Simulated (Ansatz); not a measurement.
Reaction (formal hydrolysis of the Al–S bond): `[SiH3][O][Al]([SH])[Cl]` + H₂O → `[OH][Al]([Cl])[O][SiH3]` + H₂S

Gas-phase electronic energies from Ansatz, PBE0-D4/def2-TZVP geometries. CBS: MP2 limit from def2 TZ/QZ plus the TZ coupled-cluster correction, frozen cores. This one scheme is used for every species. DFT in def2-TZVPP. B3LYP here is the variant with VWN-RPA as its local correlation; programs differ in this. HSE06 is defined as in plane-wave codes. One conformer a species, not always the lowest.

```
         level  ΔE (kJ/mol)  difference from CCSD(T)/CBS
        B97M-V        -21.3                         -3.0
      B3LYP-D4        -23.3                         -5.0
       ωB97M-V        -22.0                         -3.7
           PBE        -15.4                          2.9
        r2SCAN        -21.1                         -2.8
         B3LYP        -27.8                         -9.5
         HSE06        -14.5                          3.8
     CAM-B3LYP        -31.3                        -13.0
  MP2/def2-SVP        -27.7                         -9.4
MP2/def2-TZVPP        -20.9                         -2.6
   CCSD(T)/CBS        -18.3                            0
```

Largest T1 diagnostic among the species: 0.011.

In def2-TZVPP, CCSD(T) changes the Hartree–Fock value by +7.2 kJ/mol (the triples alone add +2.3 kJ/mol) and MP2 by +9.0 kJ/mol. At CCSD(T), def2-SVP lies −9.5 kJ/mol from the extrapolated value and def2-TZVPP −4.5 kJ/mol. The D4 term adds +4.5 kJ/mol with B3LYP and +2.6 kJ/mol with PBE0; it sums over pairs of atoms, weighted by their polarisabilities, and B3LYP, whose exchange is more repulsive, gets the larger term.
